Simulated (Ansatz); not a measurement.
`B[SiH]([SiH3])[SiH3]` + H₂O → `O[SiH]([SiH3])[SiH3]` + BH₃ at 700 K and 1 bar (formal hydrolysis of the Si–B bond).

Computed with Ansatz on PBE0-D4/def2-TZVP structures; ΔE is electronic, products minus reactants. CBS: MP2 limit from def2 TZ/QZ plus the TZ coupled-cluster correction, frozen cores. This one scheme is used for every species. Each species was taken in one conformer, which may not be the lowest.

```
               species  CCSD(T)/CBS energy (Eh)  H − E (kJ/mol)  S (J/(mol·K))
`B[SiH]([SiH3])[SiH3]`               -897.39506           309.9          557.5
                   H₂O                -76.37941            80.5          218.4
`O[SiH]([SiH3])[SiH3]`               -947.24817           287.1          531.8
                   BH₃                -26.55200            96.5          225.0
```

H − E and S are ideal-gas, rigid-rotor, harmonic terms from PBE0-D4/def2-TZVP, for one conformer and one mirror image of each species. 1 Eh = 2625.50 kJ/mol, R = 8.31446 J/(mol·K).

Q: By hand: ΔE, ΔH, ΔS and ΔG.

A: ΔE = (-947.24817) + (-26.55200) − (-897.39506) − (-76.37941) = -0.02570 Eh = -67.5 kJ/mol. Δ(H − E) = 287.1 + 96.5 − 309.9 − 80.5 = -6.8, so ΔH = -74.3 kJ/mol. ΔS = 531.8 + 225.0 − 557.5 − 218.4 = -19.1 J/(mol·K). ΔG = -74.3 − 700 × (-19.1)/1000 = -60.9 kJ/mol.

Q: By hand: the equilibrium constant, and the temperature at which ΔG would vanish if ΔH and ΔS stayed fixed.

A: log₁₀ K = −ΔG/(RT ln 10) = 4.5. ΔG = 0 at ΔH/ΔS = 3890 K, far beyond where these terms or the molecules hold.

ΔH outweighs TΔS. A doubt of 5 kJ/mol in ΔE shifts log₁₀ K by 0.4 here. Other conformers and mirror images would add mixing entropy, several J/(mol·K) or more a flexible species. Modes under 60 cm⁻¹, often nearly free rotors, make the harmonic entropy too high. These are equilibria of isolated gas molecules and say nothing of rates. Largest T1 diagnostic: 0.015 (customary marks: 0.02 for closed shells, 0.045 for open ones).
